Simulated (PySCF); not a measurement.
A made-up structure of BSiH3O2, closed shell:

O1  (-0.884, 0.481, -1.165)
Si2  (-0.045, 0.451, 0.146)
B3  (1.100, -0.595, 0.052)
O4  (-0.028, -1.148, 0.628)
H5  (-1.670, 0.643, -0.928)
H6  (-0.437, 1.216, 1.419)
H7  (1.965, -1.048, -0.152)
(Å)

It is relaxed with PBE-D4/def2-SVP and then PBE0-D4/def2-TZVP (PySCF 2.14 with density fitting (its default auxiliary sets; JK sets also for MP2 and CCSD(T))). Atoms count as bonded within 1.22 times the sum of their covalent radii (H–H: 0.88 Å). The end point is not checked to be a true minimum.

Task: Does its bonding change? (A judgement: the text doesn't fix the answer.)

Result: The calculation gives: No: no bond forms or breaks.

Where it ends: The first stage lowers the energy by 4.20 eV in 21 steps. It ends as BSiH₃O₂ ([OH][SiH]1[BH][O]1):
```json
{"atom": "O1", "x (Å)": "-0.8961", "y (Å)": "0.8772", "z (Å)": "-1.2776"}
{"atom": "Si2", "x (Å)": "-0.0687", "y (Å)": "0.5177", "z (Å)": "0.0854"}
{"atom": "B3", "x (Å)": "1.1287", "y (Å)": "-0.9318", "z (Å)": "0.2087"}
{"atom": "O4", "x (Å)": "-0.1527", "y (Å)": "-1.1434", "z (Å)": "0.5793"}
{"atom": "H5", "x (Å)": "-1.7550", "y (Å)": "1.2940", "z (Å)": "-1.1864"}
{"atom": "H6", "x (Å)": "-0.5333", "y (Å)": "1.3854", "z (Å)": "1.1923"}
{"atom": "H7", "x (Å)": "2.0555", "y (Å)": "-1.6773", "z (Å)": "0.1695"}
```

Labels in which every atom is bracketed show which atoms are joined, not bond orders.

For scale, one of the runs: PBE0-D4/def2-TZVP relaxation, 148 basis functions, launched by `OMP_NUM_THREADS=2 python run.py`. The run took 2.4 min on 2 CPU threads of an Arm Neoverse N1 (shared host), with 1.4 GiB of host memory at its peak.
